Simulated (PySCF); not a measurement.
PySCF input file for C₂H₂F, SMILES F[C]=C (connectivity only; charge and spin as stated), charge +1, multiplicity 1, TDDFT-B3LYP/def2-SVPD. Geometry: PBE-D3(BJ)/def2-TZVP. The spin state was assumed, not searched. The isomer is the one that the SMILES or the coordinates give; other isomers of the formula were not compared.

```python
import numpy as np
from pyscf import gto, scf, dft, tdscf

mol = gto.M(
    atom='''
    C     0.00000000    0.00000000   -1.25466577
    C     0.00000000    0.00000000    0.01294751
    F     0.00000000    0.00000000    1.23104231
    H     0.00000000   -0.95245753   -1.81453561
    H     0.00000000    0.95245753   -1.81453561
    ''',
    basis='def2-SVPD',
    charge=1,
    spin=0,
    symmetry=True,
    max_memory=1600,
    verbose=4,
)
mf = dft.RKS(mol, xc='b3lyp').density_fit(auxbasis='def2-universal-jkfit')
mf.grids.level = 3
mf.conv_tol = 1e-9
mf.max_cycle = 100
mf.kernel()
mf.grids = dft.Grids(mol).set(level=1).build(with_non0tab=True)  # coarser grid for the response kernel
td = tdscf.TDDFT(mf)
td.singlet = True
td.nstates = 10
td.conv_tol = 1e-4
td.positive_eig_threshold = 1e-6
td.kernel(x0=td.get_init_guess(mf, 15))
td.analyze()
tt = tdscf.TDA(mf)
tt.singlet = False
tt.nstates = 4
tt.conv_tol = 1e-4
tt.positive_eig_threshold = 1e-6
tt.kernel(x0=tt.get_init_guess(mf, 9))
tt.analyze(verbose=3)
```

Output:

```
PySCF version 2.14.0

[INPUT] verbose = 4
[INPUT] num. atoms = 5
[INPUT] num. electrons = 22
[INPUT] charge = 1
[INPUT] spin (= nelec alpha-beta = 2S) = 0
[INPUT] symmetry True subgroup None
[INPUT] Mole.unit = angstrom
[INPUT] Symbol           X                Y                Z      unit          X                Y                Z       unit  Magmom
[INPUT]  1 C      0.000000000000   0.000000000000  -1.254665770000 AA    0.000000000000   0.000000000000  -2.370974683167 Bohr   0.0
[INPUT]  2 C      0.000000000000   0.000000000000   0.012947510000 AA    0.000000000000   0.000000000000   0.024467247895 Bohr   0.0
[INPUT]  3 F      0.000000000000   0.000000000000   1.231042310000 AA    0.000000000000   0.000000000000   2.326332813652 Bohr   0.0
[INPUT]  4 H      0.000000000000  -0.952457530000  -1.814535610000 AA    0.000000000000  -1.799883876980  -3.428975346171 Bohr   0.0
[INPUT]  5 H      0.000000000000   0.952457530000  -1.814535610000 AA    0.000000000000   1.799883876980  -3.428975346171 Bohr   0.0

nuclear repulsion = 62.0755504033306
point group symmetry = C2v
symmetry origin: [0.00000000e+00 0.00000000e+00 8.21620144e-10]
symmetry axis x: [1. 0. 0.]
symmetry axis y: [0. 1. 0.]
symmetry axis z: [0. 0. 1.]
num. orbitals of irrep A1 = 37
num. orbitals of irrep A2 = 8
num. orbitals of irrep B1 = 15
num. orbitals of irrep B2 = 19
number of shells = 33
number of NR pGTOs = 113
number of NR cGTOs = 79
basis = def2-SVPD
ecp = {}


[settings echo left out]
init E= -177.467060859982
HOMO (B1) = -0.307573051187052  LUMO (B2) = -0.122751651721669  gap/eV = 5.02925
cycle= 1 E= -176.604248033955  delta_E= 0.863  |g|= 0.563  |ddm|= 2.68
HOMO (B1) = -0.657396440137883  LUMO (B2) = -0.488486210013681  gap/eV = 4.59628
cycle= 2 E= -176.374871750276  delta_E= 0.229  |g|= 1.12  |ddm|= 1.48
HOMO (B1) = -0.605420483937118  LUMO (B2) = -0.407217518762676  gap/eV = 5.39338
cycle= 3 E= -176.684944263243  delta_E= -0.31  |g|= 0.104  |ddm|= 1.09
HOMO (B1) = -0.594785773538372  LUMO (B2) = -0.398771401980342  gap/eV = 5.33382
cycle= 4 E= -176.686216749272  delta_E= -0.00127  |g|= 0.0888  |ddm|= 0.152
HOMO (B1) = -0.595463562846292  LUMO (B2) = -0.395683250777093  gap/eV = 5.43630
cycle= 5 E= -176.687646240727  delta_E= -0.00143  |g|= 0.0139  |ddm|= 0.0535
HOMO (B1) = -0.596595290223337  LUMO (B2) = -0.395580002735421  gap/eV = 5.46990
cycle= 6 E= -176.687690099218  delta_E= -4.39e-05  |g|= 0.00254  |ddm|= 0.0117
HOMO (B1) = -0.596037441644505  LUMO (B2) = -0.395022218927624  gap/eV = 5.46990
cycle= 7 E= -176.687692029839  delta_E= -1.93e-06  |g|= 0.000602  |ddm|= 0.00366
HOMO (B1) = -0.596128622809735  LUMO (B2) = -0.395059215841314  gap/eV = 5.47138
cycle= 8 E= -176.687692124667  delta_E= -9.48e-08  |g|= 7.42e-05  |ddm|= 0.000884
HOMO (B1) = -0.59613003871092  LUMO (B2) = -0.395056605554514  gap/eV = 5.47149
cycle= 9 E= -176.687692126105  delta_E= -1.44e-09  |g|= 9.28e-06  |ddm|= 9.03e-05
HOMO (B1) = -0.596130035458562  LUMO (B2) = -0.395055782255391  gap/eV = 5.47151
cycle= 10 E= -176.68769212613  delta_E= -2.56e-11  |g|= 2.92e-07  |ddm|= 1.33e-05
HOMO (B1) = -0.596130068522728  LUMO (B2) = -0.395055862202199  gap/eV = 5.47151
Extra cycle  E= -176.687692126128  delta_E= 1.96e-12  |g|= 3.2e-07  |ddm|= 1.08e-06
converged SCF energy = -176.687692126128
tot grids = 20608
Overwritten attributes  positive_eig_threshold  of <class 'pyscf.tdscf.rks.TDDFT'>


******** <class 'pyscf.tdscf.rks.TDDFT'> for <class 'pyscf.df.df_jk.DFSymAdaptedRKS'> ********
nstates = 10 singlet
deg_eia_thresh = 1.000e-03
wfnsym = None
conv_tol = 0.0001
eigh lindep = 1e-12
eigh level_shift = 0
eigh max_cycle = 100


Excitation energies (eV)
[ 3.46165295  7.76781799  8.50719479 10.238323   10.51329128 10.85213734
 10.97974044 11.19709278 11.91647962 12.12955996]

** Singlet excitation energies and oscillator strengths **
Excited State   1:   A2      3.46165 eV    358.16 nm  f=0.0000
      11 -> 12       -0.70705
Excited State   2:   A1      7.76782 eV    159.61 nm  f=0.0003
      10 -> 12       -0.51753
      11 -> 13        0.47947
Excited State   3:   B1      8.50719 eV    145.74 nm  f=0.0397
      11 -> 14       -0.70487
Excited State   4:   B2     10.23832 eV    121.10 nm  f=0.0504
       9 -> 12        0.69436
Excited State   5:   A2     10.51329 eV    117.93 nm  f=0.0000
       8 -> 12       -0.70500
Excited State   6:   A1     10.85214 eV    114.25 nm  f=0.8900
       9 -> 14       -0.10431
      10 -> 12        0.47203
      11 -> 13        0.50152
Excited State   7:   A2     10.97974 eV    112.92 nm  f=0.0000
      10 -> 13       -0.70451
Excited State   8:   B1     11.19709 eV    110.73 nm  f=0.0025
      11 -> 15       -0.69412
Excited State   9:   A1     11.91648 eV    104.04 nm  f=0.0072
       7 -> 12       -0.65468
       8 -> 13        0.21894
      11 -> 19        0.10733
Excited State  10:   A2     12.12956 eV    102.22 nm  f=0.0000
      11 -> 16        0.70364

** Transition electric dipole moments (AU) **
state          X           Y           Z        Dip. S.      Osc.
  1         0.0000      0.0000      0.0000      0.0000      0.0000
  2         0.0000     -0.0000      0.0423      0.0018      0.0003
  3        -0.4367      0.0000      0.0000      0.1907      0.0397
  4        -0.0000      0.4482      0.0000      0.2009      0.0504
  5         0.0000     -0.0000     -0.0000      0.0000      0.0000
  6        -0.0000     -0.0000      1.8296      3.3475      0.8900
  7        -0.0000      0.0000     -0.0000      0.0000      0.0000
  8        -0.0951     -0.0000      0.0000      0.0090      0.0025
  9        -0.0000     -0.0000     -0.1567      0.0246      0.0072
 10         0.0000      0.0000     -0.0000      0.0000      0.0000

** Transition velocity dipole moments (imaginary part, AU) **
state          X           Y           Z        Dip. S.      Osc.
  1        -0.0000      0.0000      0.0000      0.0000      0.0000
  2         0.0000      0.0000      0.0110      0.0001      0.0003
  3        -0.1336      0.0000      0.0000      0.0178      0.0380
  4         0.0000      0.1733     -0.0000      0.0300      0.0532
  5         0.0000      0.0000      0.0000      0.0000      0.0000
  6        -0.0000     -0.0000      0.7151      0.5114      0.8548
  7         0.0000     -0.0000     -0.0000      0.0000      0.0000
  8        -0.0585      0.0000     -0.0000      0.0034      0.0055
  9        -0.0000      0.0000     -0.0664      0.0044      0.0067
 10        -0.0000     -0.0000     -0.0000      0.0000      0.0000

** Transition magnetic dipole moments (imaginary part, AU) **
state          X           Y           Z
  1         0.0000      0.0000      0.7058
  2        -0.0000     -0.0000      0.0000
  3        -0.0000     -0.5952     -0.0000
  4        -0.9033     -0.0000      0.0000
  5        -0.0000     -0.0000     -0.0554
  6         0.0000      0.0000     -0.0000
  7        -0.0000      0.0000      0.6463
  8         0.0000     -0.1745      0.0000
  9        -0.0000      0.0000      0.0000
 10        -0.0000      0.0000      0.0133
Overwritten attributes  positive_eig_threshold  of <class 'pyscf.tdscf.rks.TDA'>


******** <class 'pyscf.tdscf.rks.TDA'> for <class 'pyscf.df.df_jk.DFSymAdaptedRKS'> ********
nstates = 4 triplet
deg_eia_thresh = 1.000e-03
wfnsym = None
conv_tol = 0.0001
eigh lindep = 1e-12
eigh level_shift = 0
eigh max_cycle = 100


Excitation energies (eV)
[2.88374861 5.5527367  7.00804791 7.68344918]

** Triplet excitation energies and oscillator strengths **
Excited State   1:   A2      2.88375 eV    429.94 nm  f=0.0000
Excited State   2:   A1      5.55274 eV    223.28 nm  f=0.0000
Excited State   3:   A1      7.00805 eV    176.92 nm  f=0.0000
Excited State   4:   B1      7.68345 eV    161.37 nm  f=0.0000
```

Self-consistency was reached.
